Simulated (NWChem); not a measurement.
Species: C$_{2}$H$_{8}$N cation; SMILES C[NH2+]C

Results from NWChem. Pople sets run with spherical d functions. STO-3G and 3-21G are far too small for this property and stand as cheap habits. All runs use the structure optimised with PBE0/def2-SVP. Field at 589 nm.

```
level              isotropic polarisability (bohr³)  anisotropy (bohr³)
-----------------  --------------------------------  ------------------
B3LYP/STO-3G                                   15.7                 2.2
B3LYP/6-31G*                                    [?]                 4.5
B3LYP/def2-SVP                                 27.9                 4.9
B3LYP/def2-SVPD                                31.9                 5.9
B3LYP/aug-cc-pVDZ                              32.4                 6.2
```

Question: Fill in the missing entries.

Answer: 
- B3LYP/6-31G*, isotropic polarisability (bohr³): 27.5
